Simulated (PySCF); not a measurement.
C2H9NOSi, SMILES O(C)[Si@H](C)N.

The structure is a stationary point at PBE0-D3(BJ)/def2-SVP. The structure was generated by enumeration; whether it is a known compound was not checked. One conformer was computed; it need not be the lowest.

The numbers are results of PBE0-D3(BJ)/def2-SVP run with PySCF 2.14.0, not measurements.

Frequencies are harmonic and unscaled.

Computed harmonic wavenumbers and intensities:
```json
[
 {"mode": "1", "ν (cm⁻¹)": "72", "IR (km/mol)": "2.2", "moving atoms (share of kinetic energy)": "C 42 %, H 30 %, N 15 %, O 11 %"},
 {"mode": "2", "ν (cm⁻¹)": "108", "IR (km/mol)": "0.7", "moving atoms (share of kinetic energy)": "H 97 %"},
 {"mode": "3", "ν (cm⁻¹)": "142", "IR (km/mol)": "0.2", "moving atoms (share of kinetic energy)": "H 94 %"},
 {"mode": "4", "ν (cm⁻¹)": "164", "IR (km/mol)": "5.0", "moving atoms (share of kinetic energy)": "C 40 %, H 31 %, N 18 %"},
 {"mode": "5", "ν (cm⁻¹)": "198", "IR (km/mol)": "25.3", "moving atoms (share of kinetic energy)": "H 68 %, C 10 %, O 9 %"},
 {"mode": "6", "ν (cm⁻¹)": "259", "IR (km/mol)": "52.8", "moving atoms (share of kinetic energy)": "H 60 %, N 18 %, C 10 %"},
 {"mode": "7", "ν (cm⁻¹)": "270", "IR (km/mol)": "37.3", "moving atoms (share of kinetic energy)": "H 38 %, O 33 %, Si 12 %, C 9 %, N 8 %"},
 {"mode": "8", "ν (cm⁻¹)": "319", "IR (km/mol)": "93.6", "moving atoms (share of kinetic energy)": "H 74 %, Si 9 %, O 8 %"},
 {"mode": "9", "ν (cm⁻¹)": "399", "IR (km/mol)": "41.9", "moving atoms (share of kinetic energy)": "O 27 %, Si 26 %, H 24 %, N 21 %"},
 {"mode": "10", "ν (cm⁻¹)": "631", "IR (km/mol)": "9.3", "moving atoms (share of kinetic energy)": "H 88 %"},
 {"mode": "11", "ν (cm⁻¹)": "666", "IR (km/mol)": "5.4", "moving atoms (share of kinetic energy)": "C 39 %, H 31 %, Si 12 %, O 11 %"},
 {"mode": "12", "ν (cm⁻¹)": "753", "IR (km/mol)": "28.6", "moving atoms (share of kinetic energy)": "H 35 %, C 23 %, Si 21 %, O 21 %"},
 {"mode": "13", "ν (cm⁻¹)": "768", "IR (km/mol)": "17.7", "moving atoms (share of kinetic energy)": "H 59 %, C 16 %, Si 12 %, N 9 %"},
 {"mode": "14", "ν (cm⁻¹)": "828", "IR (km/mol)": "20.8", "moving atoms (share of kinetic energy)": "H 59 %, N 18 %, C 13 %, Si 10 %"},
 {"mode": "15", "ν (cm⁻¹)": "877", "IR (km/mol)": "48.1", "moving atoms (share of kinetic energy)": "H 62 %, N 22 %, Si 12 %"},
 {"mode": "16", "ν (cm⁻¹)": "904", "IR (km/mol)": "221.7", "moving atoms (share of kinetic energy)": "H 68 %, Si 20 %"},
 {"mode": "17", "ν (cm⁻¹)": "922", "IR (km/mol)": "264.1", "moving atoms (share of kinetic energy)": "H 49 %, Si 34 %, N 11 %"},
 {"mode": "18", "ν (cm⁻¹)": "1172", "IR (km/mol)": "112.0", "moving atoms (share of kinetic energy)": "H 42 %, C 30 %, O 28 %"},
 {"mode": "19", "ν (cm⁻¹)": "1181", "IR (km/mol)": "2.3", "moving atoms (share of kinetic energy)": "H 75 %, C 19 %"},
 {"mode": "20", "ν (cm⁻¹)": "1224", "IR (km/mol)": "150.7", "moving atoms (share of kinetic energy)": "H 37 %, O 34 %, C 28 %"},
 {"mode": "21", "ν (cm⁻¹)": "1265", "IR (km/mol)": "48.9", "moving atoms (share of kinetic energy)": "H 76 %, C 23 %"},
 {"mode": "22", "ν (cm⁻¹)": "1429", "IR (km/mol)": "4.3", "moving atoms (share of kinetic energy)": "H 96 %"},
 {"mode": "23", "ν (cm⁻¹)": "1431", "IR (km/mol)": "3.3", "moving atoms (share of kinetic energy)": "H 96 %"},
 {"mode": "24", "ν (cm⁻¹)": "1470", "IR (km/mol)": "3.7", "moving atoms (share of kinetic energy)": "H 90 %, C 9 %"},
 {"mode": "25", "ν (cm⁻¹)": "1477", "IR (km/mol)": "7.9", "moving atoms (share of kinetic energy)": "H 96 %"},
 {"mode": "26", "ν (cm⁻¹)": "1479", "IR (km/mol)": "2.5", "moving atoms (share of kinetic energy)": "H 94 %"},
 {"mode": "27", "ν (cm⁻¹)": "1540", "IR (km/mol)": "54.4", "moving atoms (share of kinetic energy)": "H 89 %, N 11 %"},
 {"mode": "28", "ν (cm⁻¹)": "2271", "IR (km/mol)": "148.3", "moving atoms (share of kinetic energy)": "H 97 %"},
 {"mode": "29", "ν (cm⁻¹)": "2997", "IR (km/mol)": "71.3", "moving atoms (share of kinetic energy)": "H 97 %"},
 {"mode": "30", "ν (cm⁻¹)": "3057", "IR (km/mol)": "1.4", "moving atoms (share of kinetic energy)": "H 97 %"},
 {"mode": "31", "ν (cm⁻¹)": "3068", "IR (km/mol)": "48.3", "moving atoms (share of kinetic energy)": "H 90 %, C 10 %"},
 {"mode": "32", "ν (cm⁻¹)": "3121", "IR (km/mol)": "35.6", "moving atoms (share of kinetic energy)": "H 91 %, C 9 %"},
 {"mode": "33", "ν (cm⁻¹)": "3156", "IR (km/mol)": "4.7", "moving atoms (share of kinetic energy)": "H 91 %, C 9 %"},
 {"mode": "34", "ν (cm⁻¹)": "3171", "IR (km/mol)": "2.8", "moving atoms (share of kinetic energy)": "H 91 %, C 9 %"},
 {"mode": "35", "ν (cm⁻¹)": "3625", "IR (km/mol)": "28.8", "moving atoms (share of kinetic energy)": "H 96 %"},
 {"mode": "36", "ν (cm⁻¹)": "3727", "IR (km/mol)": "33.8", "moving atoms (share of kinetic energy)": "H 91 %, N 9 %"}
]
```
